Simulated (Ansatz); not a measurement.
`CNBCN` + `B[NH][GeH3]` → `BNBNC` + `N[CH2][GeH3]`  (redistribution)

Program: Ansatz. Geometries: PBE0-D4/def2-TZVP. ΔE: electronic, gas phase. CCSD(T)/CBS adds triple-zeta CCSD(T) − MP2 to the extrapolated MP2 energy (def2 sets, frozen cores). Functionals use def2-TZVPP. B3LYP here is the variant with VWN-RPA as its local correlation; programs differ in this. For Ge outer-core shells are correlated without core-valence functions, which leaves a few kJ/mol of doubt a bond. Scalar relativity is left out up to krypton. One conformer a species, not always the lowest.

```tsv
level	ΔE (kJ/mol)	difference from CCSD(T)/CBS
PBE-D4	-49.9	-1.2
r2SCAN-D4	-49.5	-0.8
B3LYP-D4	-50.0	-1.3
ωB97X-V	-45.8	2.9
ωB97M-V	-47.9	0.8
PBE	-47.8	0.9
r2SCAN	-49.0	-0.3
HF/def2-TZVPP	-42.0	6.7
MP2/def2-TZVPP	-47.2	1.5
CCSD/def2-TZVPP	-45.4	3.3
CCSD(T)/def2-TZVPP	-45.9	2.8
HF/def2-QZVPP	-41.8	6.9
MP2/def2-QZVPP	-48.8	-0.1
SCS-MP2/def2-QZVPP	-45.6	3.1
HF/CBS(def2)	-41.8	6.9
MP2/CBS(def2)	-50.0	-1.3
CCSD(T)/CBS	-48.7	0
```

Largest T1 diagnostic among the species: 0.013.

In def2-TZVPP, CCSD(T) changes the Hartree–Fock value by −3.9 kJ/mol (the triples alone add −0.5 kJ/mol) and MP2 by −5.2 kJ/mol. The D4 term adds −3.5 kJ/mol with B3LYP and −1.9 kJ/mol with PBE0; it sums over pairs of atoms, weighted by their polarisabilities, and B3LYP, whose exchange is more repulsive, gets the larger term.
